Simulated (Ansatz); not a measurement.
One change: `[SiH3]CC(Cl)Cl` becomes `FC(Cl)C[SiH3]`.

Ansatz, PBE0-D4/def2-TZVP geometries, multiplicity 1. Each molecule was computed in one conformer, which needn't be the lowest.

```json
{"property": "LUMO energy (B3LYP/def2-TZVPP) / eV", "`[SiH3]CC(Cl)Cl`": "-0.37"}
{"property": "LUMO energy (PBE0/def2-TZVPP) / eV", "`[SiH3]CC(Cl)Cl`": "-0.12"}
{"property": "HOMO–LUMO gap (B3LYP/def2-TZVPP) / eV", "`[SiH3]CC(Cl)Cl`": "7.95"}
{"property": "HOMO energy (ωB97M-V/def2-TZVPP) / eV", "`[SiH3]CC(Cl)Cl`": "-10.86"}
{"property": "HOMO–LUMO gap (PBE0/def2-TZVPP) / eV", "`[SiH3]CC(Cl)Cl`": "8.48"}
{"property": "LUMO energy (ωB97M-V/def2-TZVPP) / eV", "`[SiH3]CC(Cl)Cl`": "1.87"}
```

(1) Give the same properties after the change, and the shifts. (An estimate is asked.)

## Answers

(1) The calculation gave: 
```json
{"property": "LUMO energy (B3LYP/def2-TZVPP) / eV", "`FC(Cl)C[SiH3]`": "0.09", "shift": "0.46"}
{"property": "LUMO energy (PBE0/def2-TZVPP) / eV", "`FC(Cl)C[SiH3]`": "0.36", "shift": "0.48"}
{"property": "HOMO–LUMO gap (B3LYP/def2-TZVPP) / eV", "`FC(Cl)C[SiH3]`": "8.48", "shift": "0.53"}
{"property": "HOMO energy (ωB97M-V/def2-TZVPP) / eV", "`FC(Cl)C[SiH3]`": "-10.92", "shift": "-0.06"}
{"property": "HOMO–LUMO gap (PBE0/def2-TZVPP) / eV", "`FC(Cl)C[SiH3]`": "9.01", "shift": "0.53"}
{"property": "LUMO energy (ωB97M-V/def2-TZVPP) / eV", "`FC(Cl)C[SiH3]`": "1.99", "shift": "0.12"}
```

With PBE0 the HOMO falls by 0.05 eV and the LUMO rises by 0.48 eV, so the gap widens by about 0.53 eV. PBE moves the HOMO by -0.04 eV and ωB97M-V by -0.06 eV.

B3LYP here is the variant with VWN-RPA as its local correlation; programs differ in this.
